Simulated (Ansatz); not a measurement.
Worked example: CH8OSi2 → SiH2(OH)(SiH2) + CH3

Species: CH8OSi2 `C[SiH2][SiH2]O`, singlet; SiH2(OH)(SiH2), doublet; CH3 (methyl radical) `[CH3]`, doublet. 

Shapes, held fixed at every level: PBE0-D4/def2-TZVP. Flexible molecules stand in one conformer, not always the lowest. Programs: Ansatz 0.2.0. Electronic energies: no zero-point or thermal term.

At CCSD(T)/CBS estimate; 1 Eh = 2625.50 kJ/mol:

```
       species  energy (Eh)
       CH8OSi2  -696.243164
SiH2(OH)(SiH2)  -656.318327
           CH3   -39.782177
```

Problem. Work out ΔE of the reaction at this level.

Solution. 
1. Products less reactants: (-656.318327) + (-39.782177) − [(-696.243164)] = 0.142660 Eh = +374.6 kJ/mol.

Other levels give +343.7 (r2SCAN-D4/def2-TZVPP) to +377.5 kJ/mol (MP2/def2-TZVPP). No measured value is set beside it here. Open shells run unrestricted unless RO is named. The CBS estimate extrapolates MP2 from def2-TZVPP and def2-QZVPP and adds CCSD(T) − MP2 in the triple-zeta set, cores frozen.
